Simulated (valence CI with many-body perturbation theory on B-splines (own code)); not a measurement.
# Bi76+: electric-dipole lines

Calculated by configuration interaction combined with many-body perturbation theory (CI+MBPT): five valence electrons over a frozen Dirac-Fock core [He], a basis of 9 s, 9 p, 8 d, 6 f, 3 g, 1 h functions for each j, with the one-electron correlation potential Σ1 (screened to all orders), the two-electron term Σ2, the three-electron term Σ3, Breit, model QED; selected single and double excitations, second order for the rest (own B-spline code, finite nucleus).

The last digits are not significant, and no measured levels were compared; by estimate large intervals hold to a few tenths of a per cent, small ones and those within an open d or f shell to about a per cent. Among the levels kept, up to 1200 cm⁻¹ of a level comes from second order outside the variational space, and about a tenth of that is noise between levels of different J, which matters for small intervals.

Lines 1 to 50 of 268 in falling wavelength, among levels below 121160 × 10³ cm⁻¹, chosen from the strongest by gf and those to the six lowest levels. Wavelengths and rates use the calculated energies. Electric multipoles are in the length gauge, E1 and E2 with the static RPA response of the core. Weak lines are less certain than strong ones. Lines between different terms over intervals too small for the method are left out, as are lines whose strength nearly cancels. The highest levels of a list are the least certain.

Levels are named by their leading jj configuration (3d3/2^4 stands for four electrons in 3d with j = 3/2), which in mixed levels can hold well under half, so a name can repeat and another be missing. Letters in brackets count levels of one name in rising energy.

```csv
λ vac (Å),Upper,Lower,A (s⁻¹),log gf,Branch %
119.4,(2s 2p1/2^2 2p3/2 3p1/2) J=5/2,(2s 2p1/2^2 2p3/2 3s) J=3/2 [a],3.94e+09,-1.30,0.0
106.9,(2s^2 2p1/2 2p3/2 3p1/2) J=5/2,(2s^2 2p1/2 2p3/2 3s) J=3/2 [b],5.56e+09,-1.24,0.1
99.68,(2s^2 2p1/2 2p3/2 3p1/2) J=5/2,(2s^2 2p1/2 2p3/2 3s) J=5/2,6.30e+09,-1.25,0.1
89.68,(2s 2p1/2^2 2p3/2 3p1/2) J=5/2,(2s 2p1/2^2 2p3/2 3s) J=5/2,9.58e+09,-1.16,0.0
89.67,(2s 2p1/2^2 2p3/2 3p1/2) J=3/2 [a],(2s 2p1/2^2 2p3/2 3s) J=5/2,1.55e+10,-1.13,0.0
69.77,(2s^2 2p1/2 2p3/2 3p1/2) J=3/2 [b],(2s^2 2p1/2 2p3/2 3s) J=5/2,2.54e+10,-1.13,0.3
46.40,(2s^2 2p1/2 2p3/2 3d5/2) J=3/2 [a],(2s^2 2p1/2 2p3/2 3p3/2) J=3/2 [b],4.39e+10,-1.25,0.0
46.23,(2s^2 2p1/2 2p3/2 3d5/2) J=3/2 [b],(2s^2 2p1/2 2p3/2 3p3/2) J=1/2 [b],5.79e+10,-1.13,0.0
45.31,(2s^2 2p1/2 2p3/2 3d5/2) J=1/2,(2s^2 2p1/2 2p3/2 3p3/2) J=1/2 [b],7.84e+10,-1.32,0.0
44.65,(2s 2p1/2^2 2p3/2 3d5/2) J=5/2,(2s 2p1/2^2 2p3/2 3p3/2) J=5/2 [a],5.54e+10,-1.00,0.0
44.64,(2s^2 2p1/2 2p3/2 3d5/2) J=5/2 [b],(2s^2 2p1/2 2p3/2 3p3/2) J=5/2 [b],3.48e+10,-1.20,0.0
44.08,(2s 2p1/2^2 2p3/2 3d5/2) J=9/2,(2s 2p1/2^2 2p3/2 3p3/2) J=7/2,1.62e+11,-0.33,41.1
43.70,(2s 2p1/2^2 2p3/2 3d5/2) J=7/2,(2s 2p1/2^2 2p3/2 3p3/2) J=5/2 [a],1.33e+11,-0.52,0.0
43.28,(2s^2 2p1/2 2p3/2 3d5/2) J=7/2 [b],(2s^2 2p1/2 2p3/2 3p3/2) J=5/2 [b],1.24e+11,-0.55,0.0
43.27,(2s^2 2p1/2 2p3/2 3d5/2) J=5/2 [b],(2s^2 2p1/2 2p3/2 3p3/2) J=3/2 [b],8.31e+10,-0.85,0.0
43.21,(2s^2 2p1/2 2p3/2 3d5/2) J=7/2 [a],(2s^2 2p1/2 2p3/2 3p3/2) J=5/2 [a],1.38e+11,-0.51,0.3
42.70,(2s 2p1/2^2 2p3/2 3d5/2) J=3/2,(2s 2p1/2^2 2p3/2 3p3/2) J=1/2 [a],5.70e+10,-1.21,0.0
42.62,(2s^2 2p1/2^2 3d5/2) J=5/2,(2s^2 2p1/2^2 3p3/2) J=3/2,1.69e+11,-0.56,0.0
42.51,(2s^2 2p1/2 2p3/2 3d5/2) J=9/2,(2s^2 2p1/2 2p3/2 3p3/2) J=7/2,1.68e+11,-0.34,41.1
41.49,(2s 2p1/2^2 2p3/2 3d5/2) J=5/2,(2s 2p1/2^2 2p3/2 3p3/2) J=3/2 [a],1.11e+11,-0.76,0.0
41.19,(2s^2 2p1/2 2p3/2 3d5/2) J=5/2 [a],(2s^2 2p1/2 2p3/2 3p3/2) J=3/2 [a],1.21e+11,-0.73,0.0
40.84,(2s^2 2p1/2 2p3/2 3d5/2) J=3/2 [a],(2s^2 2p1/2 2p3/2 3p3/2) J=1/2 [a],1.03e+11,-0.99,0.0
39.22,(2s 2p1/2^2 2p3/2 3d5/2) J=7/2,(2s 2p1/2^2 2p3/2 3p3/2) J=7/2,4.20e+10,-1.11,0.0
39.18,(2s 2p1/2^2 2p3/2 3d5/2) J=3/2,(2s 2p1/2^2 2p3/2 3p3/2) J=3/2 [a],1.11e+11,-0.99,0.0
38.66,(2s^2 2p1/2 2p3/2 3d5/2) J=7/2 [b],(2s^2 2p1/2 2p3/2 3p3/2) J=7/2,3.52e+10,-1.20,0.0
36.89,(2s^2 2p1/2 2p3/2 3d5/2) J=3/2 [b],(2s^2 2p1/2 2p3/2 3p3/2) J=3/2 [a],8.99e+10,-1.13,0.0
33.06,(2s 2p1/2^2 2p3/2 3p3/2) J=7/2,(2s^2 2p1/2 2p3/2 3p3/2) J=5/2 [a],7.99e+10,-0.98,0.2
31.34,(2s 2p1/2^2 2p3/2^2) J=5/2,(2s^2 2p1/2 2p3/2^2) J=5/2,2.79e+10,-1.61,0.3
29.64,(2s 2p1/2^2 2p3/2^2) J=5/2,(2s^2 2p1/2 2p3/2^2) J=3/2,4.05e+10,-1.50,0.4
27.17,(2s 2p1/2^2 2p3/2^2) J=1/2,(2s^2 2p1/2 2p3/2^2) J=1/2,9.47e+10,-1.68,0.3
27.10,(2s 2p1/2^2 2p3/2^2) J=3/2,(2s^2 2p1/2 2p3/2^2) J=1/2,1.95e+07,-5.07,0.0
23.75,(2s 2p1/2^2 2p3/2^2) J=3/2,(2s^2 2p1/2 2p3/2^2) J=5/2,1.11e+11,-1.43,0.2
22.81,(2s 2p1/2^2 2p3/2^2) J=1/2,(2s^2 2p1/2 2p3/2^2) J=3/2,6.81e+07,-4.97,0.0
22.76,(2s 2p1/2^2 2p3/2^2) J=3/2,(2s^2 2p1/2 2p3/2^2) J=3/2,3.37e+10,-1.98,0.1
22.59,(2p1/2^2 2p3/2^3) J=3/2,(2s 2p1/2 2p3/2^3) J=5/2,2.05e+11,-1.20,0.2
16.59,(2s 2p1/2^2 2p3/2 3p3/2) J=5/2 [a],(2s 2p1/2^2 2p3/2 3s) J=3/2 [b],2.42e+11,-1.22,0.1
15.65,(2s^2 2p1/2 2p3/2 3d3/2) J=5/2 [b],(2s^2 2p1/2 2p3/2 3p1/2) J=3/2 [b],1.65e+12,-0.44,0.1
15.53,(2s^2 2p1/2 2p3/2 3d3/2) J=3/2 [b],(2s^2 2p1/2 2p3/2 3p1/2) J=3/2 [b],1.81e+12,-0.58,0.1
15.31,(2s^2 2p1/2 2p3/2 3d3/2) J=1/2 [b],(2s^2 2p1/2 2p3/2 3p1/2) J=3/2 [b],2.25e+12,-0.80,0.1
15.27,(2s^2 2p1/2 2p3/2 3d3/2) J=5/2 [a],(2s^2 2p1/2 2p3/2 3p1/2) J=5/2,5.78e+11,-0.92,0.2
15.26,(2s^2 2p1/2 2p3/2 3p3/2) J=1/2 [a],(2s^2 2p1/2 2p3/2 3s) J=3/2 [b],9.17e+11,-1.19,8.6
15.19,(2s 2p1/2^2 2p3/2 3p3/2) J=3/2 [a],(2s 2p1/2^2 2p3/2 3s) J=3/2 [a],3.26e+12,-0.35,0.6
15.19,(2s 2p1/2^2 2p3/2 3d3/2) J=5/2 [a],(2s 2p1/2^2 2p3/2 3p1/2) J=3/2 [a],1.40e+12,-0.54,0.5
15.19,(2s 2p1/2^2 2p3/2 3d3/2) J=5/2 [a],(2s 2p1/2^2 2p3/2 3p1/2) J=5/2,1.60e+12,-0.48,0.6
15.16,(2s^2 2p1/2 2p3/2 3p3/2) J=3/2 [a],(2s^2 2p1/2 2p3/2 3s) J=3/2 [b],2.02e+12,-0.56,20.0
15.16,(2s 2p1/2^2 2p3/2 3d3/2) J=3/2 [b],(2s 2p1/2^2 2p3/2 3p1/2) J=3/2 [b],1.25e+12,-0.76,0.4
15.14,(2s 2p1/2^2 2p3/2 3d3/2) J=3/2 [b],(2s 2p1/2^2 2p3/2 3p1/2) J=1/2,1.62e+12,-0.65,0.5
15.07,(2s 2p1/2^2 2p3/2 3d3/2) J=5/2 [b],(2s 2p1/2^2 2p3/2 3p1/2) J=3/2 [b],3.07e+12,-0.20,1.8
15.06,(2s 2p1/2^2 2p3/2 3d3/2) J=3/2 [a],(2s 2p1/2^2 2p3/2 3p1/2) J=3/2 [a],2.45e+12,-0.48,0.4
15.06,(2s 2p1/2^2 2p3/2 3d3/2) J=3/2 [a],(2s 2p1/2^2 2p3/2 3p1/2) J=5/2,6.56e+11,-1.05,0.1
```

Question: How does gf follow from A for the line at 39.18 Å?

Answer: gf = 1.4992 × (2J+1)_upper × A / σ², with σ = 2552454 cm⁻¹ and 2J+1 = 4: gf = 0.102.
